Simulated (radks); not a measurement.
Valence configurations of the indium ion In3+ (all share [Kr]). All-electron calculation, scalar-relativistic Kohn-Sham, PBE, spin-unpolarised, spherical densities, finite nucleus; Fermi nuclear charge, rms radius 4.6156 fm. Program: a radial shooting solver on a logarithmic mesh with Libxc functionals. Energies are relative to 4d10; eigenvalues in eV.

valence          E (eV)    e(4d)    e(5p)    e(5s)
4d10              0.000  -47.888        -        -
4d9.5 5s0.5       7.755  -50.325        -  -34.108
4d9.5 5p0.5      12.051  -50.972  -25.900        -
4d9 5s1          16.222  -52.795        -  -35.131
4d9 5p1          25.081  -54.064  -27.008        -
4d8.5 5s1 5p0.5  29.956  -55.923  -27.445  -36.545
4d8.5 5s0.5 5p1  34.518  -56.544  -27.779  -36.928
4d8 5s2          35.360  -57.817        -  -37.177
4d8 5s1 5p1      44.698  -59.048  -28.544  -37.931
4d8 5p2          54.129  -60.251  -29.186        -

NIST lists [Kr] 4d10 as the ground configuration; this level of theory agrees among the configurations tried. The energies are those of spherical spin-averaged densities, not of single terms.
